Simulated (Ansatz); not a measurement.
Ansatz results at the PBE0-D4/def2-TZVP geometry: HOMO energy (B3LYP/def2-TZVPP) -6.36 eV; HOMO–LUMO gap (ωB97M-V/def2-TZVPP) 9.96 eV; HOMO–LUMO gap (PBE/def2-TZVPP) 4.00 eV.

Each molecule was computed in one conformer, which needn't be the lowest.

Q: Which molecule gave them?
A. `C[N]=[Mo]([NH2])(=[N]C)[O]C`
B. `C[N]=[Mo]([NH2])(=[O])[N](C)C`
C. `[NH]=[Mo](=[NH])([OH])[Cl]`
D. `[OH][Mo]([OH])([F])([F])([F])[F]`

A: A. The others give `[NH]=[Mo](=[NH])([OH])[Cl]`: -7.84, 10.41, 4.04; `C[N]=[Mo]([NH2])(=[O])[N](C)C`: -6.17, 9.66, 3.43; `[OH][Mo]([OH])([F])([F])([F])[F]`: -10.41, 10.76, 3.82.

B3LYP here is the variant with VWN-RPA as its local correlation; programs differ in this.
